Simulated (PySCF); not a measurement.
Identify the unknown among the candidates.

- Dipole: 4.12 D [PBE0/pcSseg-1]
- 13C NMR: chemical shifts (computed TMS as zero) by class: 186.3 (1 C), 142.5 (1 C), 139.0 (2 C), 134.5 (2 C), 133.6 (1 C), 126.8 (1 C) ppm [GIAO PBE0/pcSseg-1]
- Rotational structure: rotational constants A, B, C: 2.042, 0.628, 0.524 GHz [GFN2-xTB]
- NMR, other nuclei: isotropic shieldings of nuclei other than C and H, by class: -287 (1 O), 254 (3 F) ppm [GIAO PBE0/pcSseg-1]
- 1H NMR: chemical shifts (computed TMS as zero) by class: 8.72 (2 H), 8.03 (1 H), 7.90 (2 H) ppm [GIAO PBE0/pcSseg-1]

Electronic properties: PySCF, gas phase, density fitting. Levels stand in brackets. Geometry: GFN2-xTB, one conformer, isolated molecule. Each NMR value is the plain mean over a class of atoms that symmetry, rotation or inversion makes alike.

Question: Which candidate is it?
A. `COC(F)(F)C(F)(F)C(F)(F)F`
B. `O=C(c1ccccc1)C(F)(F)F`
C. `OCC(F)(F)C(F)(F)C(F)(F)F`
D. `Fc1ccc2c(c1)[C@@H]2OC(F)F`

Answer: B. It is `O=C(c1ccccc1)C(F)(F)F`. Numbering: `[O:1]=[C:2]([c:3]1[cH:4][cH:5][cH:6][cH:7][cH:8]1)[C:9]([F:10])([F:11])[F:12]`. Its formula, C8H5F3O, gives 5 degrees of unsaturation: 1 ring and 4 π bonds in the structure found (Kekulé form). 8 carbons fall into 6 classes; from least to most shielded: ketone carbonyl carbon [C2] (186.3 ppm), aromatic CH carbon [C6] (142.5 ppm), aromatic CH carbon [C4/C8] (139.0 ppm, 2 C), aromatic CH carbon [C5/C7] (134.5 ppm, 2 C), substituted aromatic carbon [C3] (133.6 ppm), CF3 carbon [C9] (126.8 ppm). Hydrogen classes from least to most shielded: 2 H on the ortho carbons, C4/C8 (8.72 ppm), 1 H on the para carbon, C6 (8.03 ppm), 2 H on the meta carbons, C5/C7 (7.90 ppm). The other shieldings belong to: -287 ppm, ketone oxygen [O1]; 254 ppm, fluorine of a CF3 group [F10/F11/F12]. The optimised geometry has point group Cs and is an asymmetric top.

The others, at the same levels:
- `Fc1ccc2c(c1)[C@@H]2OC(F)F` fails: it has 8 carbon classes against 6; its computed 13C shifts are 175.2 (1 C), 141.2 (1 C), 127.5 (1 C), 125.3 (1 C), 124.8 (1 C), 124.6 (1 C), 111.5 (1 C), 64.9 (1 C) ppm, 1H shifts are 7.88 (1 H), 7.58 (1 H), 7.40 (1 H), 6.79 (1 H), 5.95 (1 H) ppm and rotational constant A is 2.302 GHz (against 2.042 GHz).
- `COC(F)(F)C(F)(F)C(F)(F)F` fails: it has 3 hydrogens where the 1H data count 5; its computed 13C shifts are 127.1 (1 C), 125.6 (1 C), 115.0 (1 C), 53.6 (1 C) ppm, 1H shifts are 4.06 (3 H) ppm and rotational constant A is 1.415 GHz (against 2.042 GHz).
- `OCC(F)(F)C(F)(F)C(F)(F)F` fails: it has 3 hydrogens where the 1H data count 5; its computed 13C shifts are 127.5 (1 C), 124.5 (1 C), 118.7 (1 C), 68.2 (1 C) ppm, 1H shifts are 4.46 (2 H), 1.20 (1 H) ppm and rotational constant A is 1.454 GHz (against 2.042 GHz).

Each candidate is one conformer, not necessarily the lowest. Dipoles, sizes and rotational constants follow the conformer. The torsions of the flexible species, by atom-mapped SMILES:
- `[O:1]=[C:2]([c:3]1[cH:4][cH:5][cH:6][cH:7][cH:8]1)[C:9]([F:10])([F:11])[F:12]`: O1–C2–C3–C4 0°, O1–C2–C9–F10 120°
- `[F:1][c:2]1[cH:3][cH:4][c:5]2[c:6]([cH:7]1)[C@@H:8]2[O:9][CH:10]([F:11])[F:12]`: C6–C8–O9–C10 81°, C8–O9–C10–F11 -80°
- `[CH3:1][O:2][C:3]([F:4])([F:5])[C:6]([F:7])([F:8])[C:9]([F:10])([F:11])[F:12]`: C1–O2–C3–F4 -58°, O2–C3–C6–F7 175°, C3–C6–C9–F10 -63°
- `[OH:1][CH2:2][C:3]([F:4])([F:5])[C:6]([F:7])([F:8])[C:9]([F:10])([F:11])[F:12]`: O1–C2–C3–F4 -56°, C2–C3–C6–F7 -148°, C3–C6–C9–F10 -167°, H–O1–C2–C3 -58°
